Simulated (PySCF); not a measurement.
Run record: geometry optimisation, `[OH2]->[Y+3](<-[OH2])(<-[OH2])(<-[OH2])(<-[OH2])<-[OH2]` ([Y(H2O)6]3+).

Computed with PBE0-D3(BJ)/def2-SVP geometry optimisation, gas phase, def2 core potentials past Kr (PySCF 2.14.0). Start geometry: GFN2-xTB. The input is one job of a driver script: a line of settings, then coordinates in Å.

Input:
```
{"job": {"xc": "PBE0", "basis": "def2-SVP", "d3": "d3bj", "grid": 1, "maxiter": 30, "shake": 0.03, "kind": "geom"}, "charge": 3, "multiplicity": 1}
Y      0.061730    -0.076830     0.012500
O      0.144180     0.149360     2.121380
H      0.082890     0.966360     2.650620
H      0.376840    -0.546580     2.774480
O     -0.167150    -0.184070    -2.159100
H     -0.270990     0.567830    -2.792960
H     -0.130350    -0.981650    -2.673500
O      2.174220     0.180050    -0.178150
H      2.780090     0.289470     0.611370
H      2.667980     0.140530    -0.943210
O     -2.153940    -0.167510     0.189940
H     -2.657940    -0.150490     0.994290
H     -2.869390    -0.237320    -0.582660
O     -0.214820     2.135630    -0.138690
H     -0.989970     2.641500    -0.154560
H      0.549830     2.828390    -0.242090
O      0.168860    -2.094510     0.153020
H     -0.580920    -2.766380     0.292770
H      0.966070    -2.700330     0.149150
```

Output:
```
step   0  E = -495.19932377  max force = 0.117080
step   1  E = -495.25078397  max force = 0.044657
step   2  E = -495.25964403  max force = 0.011164
step   3  E = -495.26067070  max force = 0.005015
step   4  E = -495.26080999  max force = 0.001784
step   5  E = -495.26086684  max force = 0.001057
step   6  E = -495.26092216  max force = 0.002003
step   7  E = -495.26094643  max force = 0.001772
step   8  E = -495.26095060  max force = 0.000712
step   9  E = -495.26094956  max force = 0.000453
step  10  E = -495.26094771  max force = 0.000401
optimisation converged
```

Energies in Eh; «max force» is the largest Cartesian gradient component in Eh/bohr.

**Question.** Give the first gradient maximum in eV/Å.

**Answer.** With 1 Eh/bohr = 51.422 eV/Å, 6.020 eV/Å.

**Question.** How much energy does the optimisation release, in kcal/mol?

**Answer.** E(step 0) − E(last step) = 0.061624 Eh, which is 38.7 kcal/mol.

Summary of the converged run: final energy -495.26095 Eh after 10 steps.

**Question.** Where do the atoms end?

**Answer.** 0.171 Å rms from the input after alignment:
```
atom  x, y, z in Å
Y1     0.0021    0.0001    0.0024
O2     0.1213    0.1339    2.3116
H3     0.0764    0.9345    2.8693
H4     0.2196   -0.5974    2.9516
O5    -0.1342   -0.1300   -2.3070
H6    -0.1912    0.6047   -2.9481
H7    -0.1558   -0.9331   -2.8624
O8     2.3118    0.0897   -0.1428
H9     2.9570    0.1803    0.5850
H10    2.8636    0.0635   -0.9484
O11   -2.3084   -0.0990    0.1456
H12   -2.8600   -0.1010    0.9516
H13   -2.9537   -0.1646   -0.5846
O14   -0.1247    2.3115   -0.1040
H15   -0.9275    2.8676   -0.0960
H16    0.6088    2.9533   -0.1686
O17    0.1219   -2.3076    0.1232
H18   -0.6118   -2.9461    0.2135
H19    0.9221   -2.8668    0.0928
```

The ion is multiply charged and computed in the gas phase, without counter-ions or solvent.

On one thread, Arm Neoverse V2 (aarch64), on a shared host, this took 2.7 min wall and 0.73 GiB of memory at its peak.
Labels such as C1 count atoms from 1, the log's own numbers from 0.
